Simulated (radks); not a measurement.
Coulomb parameter of the 4d shell of the molybdenum ion Mo+ in the model configuration [Kr] 4d4 5p1, as a second difference U = [E(n + 0.5) + E(n - 0.5) - 2 E(n)] / (0.5)^2 with all orbitals relaxed. "Bare": the charge of the atom changes with n. "Screened": the 5p shell takes up the change at fixed total charge, which measures U(4d,4d) + U(5p,5p) - 2 U(4d,5p). All-electron calculation, scalar-relativistic Kohn-Sham, r2SCAN, spin-unpolarised, spherical densities, finite nucleus; meta-GGA in the generalised Kohn-Sham scheme; Fermi nuclear charge, rms radius 4.4091 fm. Program: a radial shooting solver on a logarithmic mesh with Libxc functionals.

| case | configuration | E - E(n) (eV) |
|---|---|---|
| start | [Kr] 4d4 5p1 | 0.000 |
| bare +0.5 | [Kr] 4d4.5 5p1 | -5.716 |
| bare -0.5 | [Kr] 4d3.5 5p1 | 8.205 |
| screened +0.5 | [Kr] 4d4.5 5p0.5 | -3.104 |
| screened -0.5 | [Kr] 4d3.5 5p1.5 | 3.634 |

U(bare) = 9.954 eV, U(screened by 5p) = 2.117 eV, against the Slater integral F0(4d,4d) = 14.052 eV with frozen orbitals.
